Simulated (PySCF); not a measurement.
HfI2, SMILES [I][Hf][I], multiplicity 1. Geometry optimised at B3LYP-D3(BJ)/def2-SVP. The multiplicity is an assumed one; other spin states were not compared. The def2 effective core potentials stand for the cores of Hf, I; spin–orbit coupling is left out.

Question: Give the equilibrium geometry at B3LYP-D3(BJ)/def2-SVP (PySCF confirms it by a frequency run) as Cartesian coordinates in Å, and its point group. (Estimate from the structure and the level; the computed values follow.)

Answer: point group D∞h.
```xyz
3

Hf     0.0000     0.0000     0.0000
I      0.0000     0.0000     2.7058
I      0.0000     0.0000    -2.7058
```
Charge 0, spin multiplicity 1.
